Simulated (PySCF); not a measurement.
C₈H₁₁ (charge +1).
Bonds: C1–C2 (double), C2–C3, C2–C4, C4–C5, C5–C6 (double), C6–C7, C7–C8, C4–C8. Hydrogens: H9, H10 on C1; H11, H12, H13 on C3; H14 on C5; H15 on C6; H16, H17 on C7; H18, H19 on C8.

The same species was optimised twice, with GFN2-xTB and with PBE0-D3(BJ)/def2-SVP (PySCF), and the same property calculations (PySCF, gas phase) were run on both structures.

| coordinate | GFN2-xTB | PBE0-D3(BJ)/def2-SVP | change |
| --- | --- | --- | --- |
| C2–C4 (Å) | 1.431 | 1.440 | +0.009 |
| C4–C5 (Å) | 1.408 | 1.417 | +0.009 |
| C6–C7 (Å) | 1.466 | 1.474 | +0.008 |
| C4–C8 (Å) | 1.479 | 1.485 | +0.006 |
| C1=C2 (Å) | 1.352 | 1.359 | +0.007 |
| C5=C6 (Å) | 1.365 | 1.370 | +0.005 |
| C2–C3 (Å) | 1.496 | 1.500 | +0.004 |
| C7–C8 (Å) | 1.526 | 1.523 | -0.003 |
| C1–C2–C4 (°) | 121.0 | 119.0 | -2.0 |
| C1–C2–C3 (°) | 121.0 | 122.0 | +1.0 |
| C3–C2–C4 (°) | 118.0 | 118.9 | +0.9 |
| C4–C5–C6 (°) | 110.0 | 109.1 | -0.9 |
| C5–C6–C7 (°) | 111.7 | 112.3 | +0.6 |
| C2–C4–C8 (°) | 123.1 | 122.7 | -0.4 |
| C6–C7–C8 (°) | 104.1 | 103.8 | -0.3 |
| C5–C4–C8 (°) | 109.0 | 109.3 | +0.3 |
| C1–C2–C4–C5 (°) | -3 | -1 | +2 |

Rotational constants: A = 4296, B = 1536, C = 1156 MHz (GFN2-xTB) against A = 4230, B = 1530, C = 1147 MHz (PBE0-D3(BJ)/def2-SVP). Atoms that the bonding makes alike are paired by their places after alignment.

On the GFN2-xTB structure: lowest singlet, TDDFT (eV) 4.11 [CAM-B3LYP/def2-SVPD]; lowest triplet, Tamm–Dancoff (eV) 2.18 [CAM-B3LYP/def2-SVPD]; isotropic polarisability (au) 94.4 [CAM-B3LYP/def2-SVPD]; HOMO (eV) -13.49 [CAM-B3LYP/def2-SVPD]; LUMO (eV) -7.02 [CAM-B3LYP/def2-SVPD]; HOMO (eV) -12.35 [PBE0/pcSseg-1]; LUMO (eV) -8.09 [PBE0/pcSseg-1]; GIAO shielding of C1 (ppm) 13.8 [PBE0/pcSseg-1]; GIAO shielding of C2 (ppm) 35.1 [PBE0/pcSseg-1]; GIAO shielding of C3 (ppm) 163.8 [PBE0/pcSseg-1]; GIAO shielding of C4 (ppm) -46.9 [PBE0/pcSseg-1]; GIAO shielding of C5 (ppm) 41.3 [PBE0/pcSseg-1]; GIAO shielding of C6 (ppm) -32.5 [PBE0/pcSseg-1]; GIAO shielding of C7 (ppm) 138.0 [PBE0/pcSseg-1]; GIAO shielding of C8 (ppm) 138.9 [PBE0/pcSseg-1].

Question: What do these properties become on the PBE0-D3(BJ)/def2-SVP structure?

Answer: 
```json
{"property": "lowest singlet, TDDFT (eV)", "level": "CAM-B3LYP/def2-SVPD", "on GFN2-xTB": "4.11", "on PBE0-D3(BJ)/def2-SVP": "4.10", "change": "-0.01"}
{"property": "lowest triplet, Tamm–Dancoff (eV)", "level": "CAM-B3LYP/def2-SVPD", "on GFN2-xTB": "2.18", "on PBE0-D3(BJ)/def2-SVP": "2.19", "change": "+0.01"}
{"property": "isotropic polarisability (au)", "level": "CAM-B3LYP/def2-SVPD", "on GFN2-xTB": "94.4", "on PBE0-D3(BJ)/def2-SVP": "95.8", "change": "+1.4"}
{"property": "HOMO (eV)", "level": "CAM-B3LYP/def2-SVPD", "on GFN2-xTB": "-13.49", "on PBE0-D3(BJ)/def2-SVP": "-13.46", "change": "+0.03"}
{"property": "LUMO (eV)", "level": "CAM-B3LYP/def2-SVPD", "on GFN2-xTB": "-7.02", "on PBE0-D3(BJ)/def2-SVP": "-6.98", "change": "+0.04"}
{"property": "energy, GFN2-xTB geometry as zero (kcal/mol)", "level": "CAM-B3LYP/def2-SVPD", "on GFN2-xTB": "0.0", "on PBE0-D3(BJ)/def2-SVP": "-0.9", "change": "-0.9"}
{"property": "HOMO (eV)", "level": "PBE0/pcSseg-1", "on GFN2-xTB": "-12.35", "on PBE0-D3(BJ)/def2-SVP": "-12.32", "change": "+0.03"}
{"property": "LUMO (eV)", "level": "PBE0/pcSseg-1", "on GFN2-xTB": "-8.09", "on PBE0-D3(BJ)/def2-SVP": "-8.06", "change": "+0.03"}
{"property": "energy, GFN2-xTB geometry as zero (kcal/mol)", "level": "PBE0/pcSseg-1", "on GFN2-xTB": "0.0", "on PBE0-D3(BJ)/def2-SVP": "-0.5", "change": "-0.5"}
{"property": "GIAO shielding of C1 (ppm)", "level": "PBE0/pcSseg-1", "on GFN2-xTB": "13.8", "on PBE0-D3(BJ)/def2-SVP": "11.1", "change": "-2.7"}
{"property": "GIAO shielding of C2 (ppm)", "level": "PBE0/pcSseg-1", "on GFN2-xTB": "35.1", "on PBE0-D3(BJ)/def2-SVP": "33.5", "change": "-1.6"}
{"property": "GIAO shielding of C3 (ppm)", "level": "PBE0/pcSseg-1", "on GFN2-xTB": "163.8", "on PBE0-D3(BJ)/def2-SVP": "162.9", "change": "-0.9"}
{"property": "GIAO shielding of C4 (ppm)", "level": "PBE0/pcSseg-1", "on GFN2-xTB": "-46.9", "on PBE0-D3(BJ)/def2-SVP": "-50.1", "change": "-3.2"}
{"property": "GIAO shielding of C5 (ppm)", "level": "PBE0/pcSseg-1", "on GFN2-xTB": "41.3", "on PBE0-D3(BJ)/def2-SVP": "40.1", "change": "-1.2"}
{"property": "GIAO shielding of C6 (ppm)", "level": "PBE0/pcSseg-1", "on GFN2-xTB": "-32.5", "on PBE0-D3(BJ)/def2-SVP": "-33.7", "change": "-1.2"}
{"property": "GIAO shielding of C7 (ppm)", "level": "PBE0/pcSseg-1", "on GFN2-xTB": "138.0", "on PBE0-D3(BJ)/def2-SVP": "137.4", "change": "-0.6"}
{"property": "GIAO shielding of C8 (ppm)", "level": "PBE0/pcSseg-1", "on GFN2-xTB": "138.9", "on PBE0-D3(BJ)/def2-SVP": "137.7", "change": "-1.2"}
```

The heavy atoms differ by 0.021 Å rms after alignment (one structure mirrored). Among bonds between heavy atoms C2–C4, C4–C5 and C6–C7 change most and about equally (+0.008 to +0.009 Å). Changes are differences of the printed values. Neither structure is proved a minimum here. Isolated species at its PBE0-D3(BJ)/def2-SVP geometry (one conformer only).

The values belong to the conformer `[CH2:1]=[C:2]([CH3:3])[C+:4]1[CH:5]=[CH:6][CH2:7][CH2:8]1`: C1–C2–C4–C5 -1°.
